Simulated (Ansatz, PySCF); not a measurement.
Process, species as SMILES: NBN + H+ -> NB[NH3+]
Structures are relaxed separately at B3LYP-D3(BJ)/def2-TZVP in Ansatz (a quantum-chemistry and plane-wave program), one conformer each, not searched for the lowest. Frequencies are from Ansatz.

Quantity: proton affinity (enthalpy at 298 K, with B3LYP-D3(BJ) rigid-rotor harmonic-oscillator terms), positive where the reaction releases energy, in eV. Correlated levels leave the core frozen unless marked. No spin-orbit coupling. Non-relativistic. Basis-set limits of correlation are two-point, X^-3; Hartree-Fock from the larger set. The bracket is a focal-point correction in the basis named.

```
level                                                     program  proton affinity (eV)
-------------------------------------------------  --------------  --------------------
HF/6-31G*                                                  Ansatz                  9.18
PBE/def2-TZVPD                                             Ansatz                  8.85
revPBE/def2-TZVPD                                          Ansatz                  8.95
TPSS-D4/def2-TZVPD                                  PySCF + dftd4                  8.98
r2SCAN-D3(BJ)/def2-TZVPD                           Ansatz + dftd3                  8.91
B97M-V/def2-TZVPD                                          Ansatz                  8.89
B3LYP/def2-TZVPD                                           Ansatz                  8.87
PBE0-D3(BJ)/def2-TZVP                              Ansatz + dftd3                  8.97
TPSSh-D3(BJ)/def2-TZVPD                             PySCF + dftd3                  9.02
r2SCAN0-D4/def2-TZVPD                              Ansatz + dftd4                  8.91
MN15/def2-TZVPD                                             PySCF                  8.81
CAM-B3LYP-D3(BJ)/def2-TZVPD                        Ansatz + dftd3                  8.81
RPA@PBE/cc-pVTZ                                            Ansatz                  9.23
RI-MP2/cc-pVQZ                                             Ansatz                  8.89
SCS-MP2/cc-pVQZ                                            Ansatz                  8.98
CCSD/STO-3G                                                Ansatz                 11.94
CCSD/6-31G                                                 Ansatz                  9.29
CCSD/cc-pVDZ                                               Ansatz                  9.32
CCSD/cc-pVTZ                                               Ansatz                  9.09
RI-MP2/CBS(cc-pVTZ,cc-pVQZ)+[CCSD(T)-MP2]/cc-pVTZ          Ansatz                  8.94
CCSD(T)/CBS(cc-pVTZ,cc-pVQZ)                               Ansatz                  8.94
```
